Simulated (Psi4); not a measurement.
A dimer, H2O ··· C4H4O (SMILES O and c1ccoc1); the first 3 atoms form monomer A.

```
12

O     -0.0001     0.3896     0.0000
H     -0.7650    -0.1951     0.0000
H      0.7651    -0.1945     0.0000
C      7.9967    -2.3770     0.1061
C      7.8538    -0.9518     0.1260
C      6.5215    -0.7045     0.1020
O      5.8243    -1.8734     0.0683
C      6.7393    -2.8815     0.0714
H      8.9128    -2.9425     0.1162
H      8.6399    -0.2168     0.1545
H      5.9339     0.1960     0.1043
H      6.3414    -3.8800     0.0469
```

Task: What interaction energy does SAPT0/jun-cc-pVDZ, frozen core run with Psi4 1.11 give, and which attractive term is the largest?

Result: Total -0.24 kcal/mol: electrostatics -0.22, exchange 0.00, induction 0.00, dispersion -0.02. The most attractive term is electrostatics.
